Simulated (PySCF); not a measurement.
C₃H₇O, SMILES [O]C(C)C, multiplicity 2.

Coordinates come from a PBE-D3(BJ)/def2-SVP optimisation. The isomer is the one that the SMILES or the coordinates give; other isomers of the formula were not compared.

Computed with TDA-B3LYP/def2-SVPD (PySCF).

Vertical excitations. The molecule is in vacuum.

Task: Give excitation energies, oscillator strengths and character. (An estimate is asked for; the answer gives what the named calculation found.)

Result: 
```csv
state,energy (eV),λ (nm),f,main pairs
root 1,0.48,2577,0.000,β HOMO→LUMO 97 %
root 2,4.16,298,0.001,"β HOMO−3→LUMO 68 %, β HOMO−1→LUMO 20 %"
root 3,4.74,262,0.001,β HOMO−2→LUMO 96 %
root 4,4.90,253,0.034,"β HOMO−1→LUMO 77 %, β HOMO−3→LUMO 20 %"
root 5,5.70,217,0.001,β HOMO−4→LUMO 100 %
root 6,6.51,190,0.012,β HOMO−5→LUMO 91 %
root 7,6.63,187,0.000,β HOMO−6→LUMO 85 %
root 8,6.72,184,0.005,β HOMO→LUMO+1 92 %
root 9,7.16,173,0.014,α HOMO→LUMO 96 %
root 10,7.58,163,0.023,β HOMO−7→LUMO 88 %
```
Unrestricted roots are not spin-pure.
